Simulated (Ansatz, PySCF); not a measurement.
C2Cl3, doublet, at a GFN2-xTB geometry. Base run: WB97X/STO-3G (PySCF).

The PySCF input:
```python
from pyscf import gto, scf, dft

mol = gto.Mole()
mol.atom = '''
    Cl    2.35678761   -0.31883422    0.01950333
    C     0.77529472   -0.67694562    0.18027512
    C    -0.39193325   -0.13280407    0.05323237
    Cl   -0.62979944    1.56052421   -0.45358792
    Cl   -1.86229222   -0.95589598    0.35167018
'''
mol.basis = 'sto-3g'
mol.spin = 1
mol.verbose = 4
mol.build()

mf = dft.UKS(mol)
mf.xc = 'wb97x'
mf.kernel()
```

The same geometry, method and basis name were run in Ansatz (an electronic-structure program) and PySCF, at each program's defaults and at the settings that a row names. The base is PySCF at its defaults. Differences at the defaults can come from grids, fitting, cores and function types together.

| code and settings | ΔE vs base (µEh) | basis functions | E (Eh) | SCF cycles | dipole (D) |
|---|---|---|---|---|---|
| PySCF, defaults (exact integrals, its default grid, spherical functions) | 0.0 | 37 | -1440.70728 | 12 | 1.33 |
| Ansatz, defaults (factorised integrals, its default grid, spherical functions) | -74.5 | 37 | -1440.70735 | - | - |
| PySCF, density fitting with def2-universal-jkfit | -2726 | 37 | -1440.71000 | 12 | 1.33 |
| PySCF, fine grid | -93.0 | 37 | -1440.70737 | 12 | 1.33 |
| Ansatz, high accuracy | -76.4 | 37 | -1440.70735 | - | - |

Open shells are given as the SCF converged; they aren't shown to be the lowest states, and a large step between rows can be another state.
